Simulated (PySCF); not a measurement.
(E)-1-chloro-1-fluoroprop-1-ene (C₃H₄ClF), SMILES C/C=C(\F)Cl.

Geometry optimised at B3LYP-D3(BJ)/def2-SVP.

Method: PBE/def2-TZVP (PySCF).

Symmetry labels are those of the subgroup Cs that the program uses (full group Cs).

Computed valence orbital energies around the gap with their symmetry:
```json
[
 {"orbital": "HOMO−7", "symmetry": "A\"", "energy (eV)": "-11.82"},
 {"orbital": "HOMO−6", "symmetry": "A'", "energy (eV)": "-10.28"},
 {"orbital": "HOMO−5", "symmetry": "A\"", "energy (eV)": "-10.23"},
 {"orbital": "HOMO−4", "symmetry": "A'", "energy (eV)": "-9.48"},
 {"orbital": "HOMO−3", "symmetry": "A'", "energy (eV)": "-9.23"},
 {"orbital": "HOMO−2", "symmetry": "A\"", "energy (eV)": "-8.58"},
 {"orbital": "HOMO−1", "symmetry": "A'", "energy (eV)": "-7.93"},
 {"orbital": "HOMO", "symmetry": "A\"", "energy (eV)": "-5.97"},
 {"orbital": "LUMO", "symmetry": "A\"", "energy (eV)": "-0.82"},
 {"orbital": "LUMO+1", "symmetry": "A'", "energy (eV)": "-0.31"},
 {"orbital": "LUMO+2", "symmetry": "A'", "energy (eV)": "0.46"},
 {"orbital": "LUMO+3", "symmetry": "A'", "energy (eV)": "1.61"}
]
```
